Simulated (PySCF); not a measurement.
thionyl fluoride (F2OS), SMILES O=S(F)F.

Geometry optimised at B3LYP-D3(BJ)/def2-TZVP.

The numbers are results of PBE/def2-TZVPD in PySCF, not measurements.

Symmetry labels are those of the subgroup Cs that the program uses (full group Cs).

Computed valence orbital energies around the gap with their symmetry:
| orbital | symmetry | energy (eV) |
|---|---|---|
| HOMO−7 | A' | -13.72 |
| HOMO−6 | A' | -12.98 |
| HOMO−5 | A' | -11.81 |
| HOMO−4 | A" | -11.46 |
| HOMO−3 | A" | -10.88 |
| HOMO−2 | A' | -10.04 |
| HOMO−1 | A" | -9.48 |
| HOMO | A' | -8.31 |
| LUMO | A" | -2.50 |
| LUMO+1 | A' | -1.41 |
| LUMO+2 | A' | -0.03 |
| LUMO+3 | A' | 0.10 |
